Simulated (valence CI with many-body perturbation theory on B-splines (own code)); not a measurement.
Zr VIII: key properties

Calculated by relativistic CI+MBPT: five valence electrons over a frozen Dirac-Fock core [Ar] 3d10, a basis of 9 s, 9 p, 8 d, 6 f, 3 g, 1 h functions for each j, with the one-electron correlation potential Σ1 (screened to all orders), the two-electron term Σ2, the three-electron term Σ3, Breit, model QED; selected single and double excitations, second order for the rest, scaled by the run's own slope (own B-spline code, finite nucleus).

No measured levels were compared; by estimate levels hold to about 250 cm⁻¹ or 0.2 % of their energy and the worst to 1 %, as in measured heavy ions of charge 2 to 7; those with d or f electrons hold less well. Among the levels kept, up to 1700 cm⁻¹ of a level comes from second order outside the variational space, and about a tenth of that is noise between levels of different J, which matters for small intervals.

Rates and lifetimes use the calculated energies. Strong lines usually hold to 10 to 20 %, long lifetimes can be off by a factor of two.

Problem. What is the ground level?

Solution. 4s2 4p3 4S°_3/2, composition 88 % 4s2 4p3 4S° + 7 % 4s2 4p3 2P°, g = 1.932.

Problem. What are the static dipole polarisabilities of the lowest levels?

Solution. 4s2 4p3 4S°_3/2 1.76; 4s2 4p3 2D°_3/2 1.75 (tensor 0.083); 4s2 4p3 2D°_5/2 1.77; 4s2 4p3 2P°_1/2 1.76 bohr³, of which the core gives 0.0832.

Problem. Among levels below 45.878 eV, which E1 lines absorb most strongly from the ground level?

Solution. to 4s2 4p2 4d 4P_5/2 at 28.82 nm, f = 1.55; to 4s2 4p2 4d 4P_3/2 at 28.56 nm, f = 0.943; to 4s2 4p2 4d 4P_1/2 at 28.27 nm, f = 0.449.

Problem. Where does the other parity begin?

Solution. At 4s 4p4 4P_5/2, 23.327 eV.

Problem. Name the longest-lived excited levels whose lifetime is computed, and their main decay.

Solution. 4s2 4p3 2D°_5/2 at 3.604 eV lives 165 ms, mostly by M1 to 4s2 4p3 4S°_3/2; 4s2 4p3 2D°_3/2 at 2.889 eV lives 18.4 ms, mostly by M1 to 4s2 4p3 4S°_3/2; 4s2 4p3 2P°_1/2 at 5.777 eV lives 5.70 ms, mostly by M1 to 4s2 4p3 4S°_3/2. The lifetime of 4s2 4p2 4d 4F_9/2 is too uncertain to give, and may be longer.

Problem. How well does LS coupling describe the low levels?

Solution. Among the lowest 20 levels the leading LS term, summed over configurations, holds 86 % on average. For single configurations the figures are 77 % in LS and 62 % in jj coupling. Terms mix most in the J = 7/2 level at 38.570 eV, where the leading one holds 50 %.

Problem. What is the ionisation energy?

Solution. 133.49 eV; NIST lists 133.7 ± 0.5 eV (semi-empirical).
